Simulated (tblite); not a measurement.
Compound: C7H6N (doublet state).
Bonds: C1–C2 (double), C2–C3, C3–C4 (double), C4–C5, C5–C6, C6–N7 (double), C5–C8 (double), C2–C8. Hydrogens: H9, H10 on C1; H11 on C3; H12 on C4; H13 on C6; H14 on C8.
Bond orders are those of one Lewis drawing.

Computed with GFN2-xTB (tblite), gas phase: L-BFGS steps from a force-field or distance-geometry start until the largest atomic force falls under 0.01 eV/Å.

Step 0: E = -565.5791 eV
```
atom  x, y, z in Å  |  force x, y, z in eV/Å
C1      2.4246   -0.3148   -0.4186    0.677   0.079   0.016
C2      1.1728   -0.0036   -0.0681    0.867  -0.315  -0.146
C3      0.7140    0.9459    0.9362    0.052   0.270   0.048
C4     -0.6255    0.9036    0.9249   -0.725   0.510   0.819
C5     -1.0721   -0.0994   -0.0491   -1.531   0.142   0.026
C6     -2.4583   -0.4755   -0.3851   -2.724   2.636   2.862
N7     -3.4451    0.1018    0.2367    2.939  -1.959  -2.117
C8     -0.0005   -0.6273   -0.6383    0.450  -0.899  -0.980
H9      3.2897    0.1780    0.0482   -0.502  -0.361  -0.341
H10     2.6195   -1.0680   -1.1879   -0.003   0.409   0.402
H11     1.3464    1.5861    1.5525   -0.265  -0.410  -0.394
H12    -1.2785    1.5004    1.5783    0.251  -0.517  -0.593
H13    -2.6640   -1.2326   -1.1342    0.256  -0.015  -0.041
H14    -0.0238   -1.3949   -1.4177    0.259   0.431   0.439
```

Step 1: E = -565.6971 eV
```
atom  x, y, z in Å  |  force x, y, z in eV/Å
C1      2.4343   -0.3138   -0.4183    0.342  -0.029  -0.065
C2      1.1852   -0.0081   -0.0702   -0.070  -0.152   0.001
C3      0.7148    0.9497    0.9369   -0.574  -0.179  -0.321
C4     -0.6359    0.9109    0.9366    0.313  -0.367  -0.190
C5     -1.0939   -0.0973   -0.0488    1.056  -0.098  -0.279
C6     -2.4972   -0.4379   -0.3442    3.299  -1.930  -2.005
N7     -3.4031    0.0739    0.2065   -3.898   1.932   2.078
C8      0.0059   -0.6401   -0.6523   -0.898   0.665   0.683
H9      3.2826    0.1728    0.0434   -0.048  -0.122  -0.119
H10     2.6194   -1.0623   -1.1822    0.091   0.215   0.204
H11     1.3427    1.5802    1.5469   -0.054  -0.183  -0.180
H12    -1.2748    1.4930    1.5698   -0.225  -0.041  -0.064
H13    -2.6603   -1.2328   -1.1348    0.436   0.449   0.422
H14    -0.0201   -1.3887   -1.4115    0.230  -0.161  -0.165
```

Step 2: E = -565.8269 eV
```
atom  x, y, z in Å  |  force x, y, z in eV/Å
C1      2.4374   -0.3139   -0.4188    0.060   0.012  -0.009
C2      1.1853   -0.0095   -0.0703    0.023  -0.157  -0.032
C3      0.7104    0.9486    0.9345   -0.190  -0.104  -0.229
C4     -0.6341    0.9085    0.9358    0.026  -0.226  -0.066
C5     -1.0871   -0.0980   -0.0509    0.117   0.111  -0.005
C6     -2.4741   -0.4506   -0.3573   -0.695   0.525   0.604
N7     -3.4306    0.0871    0.2207    0.313  -0.402  -0.429
C8     -0.0006   -0.6357   -0.6479   -0.089   0.146   0.126
H9      3.2818    0.1716    0.0422    0.041  -0.066  -0.067
H10     2.6201   -1.0603   -1.1803    0.116   0.138   0.126
H11     1.3421    1.5785    1.5452   -0.099  -0.211  -0.209
H12    -1.2764    1.4923    1.5689   -0.171  -0.096  -0.119
H13    -2.6568   -1.2294   -1.1316    0.346   0.331   0.311
H14    -0.0181   -1.3896   -1.4124    0.202   0.001  -0.001
```

Task: Estimate the geometry and energy of step 3. (The exact step hangs on the optimiser's Hessian estimate; all steps are aligned on step 2, rigid shifts and turns removed.)

Result: E = -565.8442 eV, largest force 0.498 eV/Å
```
atom  x, y, z in Å  |  force x, y, z in eV/Å
C1      2.4388   -0.3138   -0.4190   -0.040   0.038   0.030
C2      1.1857   -0.0118   -0.0707    0.044  -0.107  -0.019
C3      0.7071    0.9470    0.9311    0.067  -0.057  -0.149
C4     -0.6334    0.9052    0.9348   -0.173  -0.088   0.038
C5     -1.0844   -0.0967   -0.0514   -0.210   0.130   0.063
C6     -2.4786   -0.4461   -0.3519   -0.141   0.278   0.314
N7     -3.4318    0.0844    0.2179   -0.148  -0.120  -0.121
C8     -0.0030   -0.6331   -0.6455    0.121  -0.122  -0.148
H9      3.2821    0.1705    0.0411    0.078  -0.031  -0.035
H10     2.6217   -1.0581   -1.1783    0.130   0.067   0.055
H11     1.3407    1.5755    1.5422   -0.108  -0.206  -0.207
H12    -1.2788    1.4909    1.5671   -0.118  -0.136  -0.157
H13    -2.6517   -1.2245   -1.1270    0.323   0.275   0.260
H14    -0.0152   -1.3897   -1.4125    0.176   0.079   0.076
```

The energy changes by -0.0173 eV. The first-order estimate −F·Δx gives -0.0234 eV and the mean of the old and new forces, exact on a quadratic surface, -0.0172 eV. The step makes an angle of 26° with the force vector and moves no atom by more than 0.008 Å.

What follows is the cost of the whole relaxation. On one thread of an Arm Neoverse V2, on a shared host, this took 0.12 s of wall time.
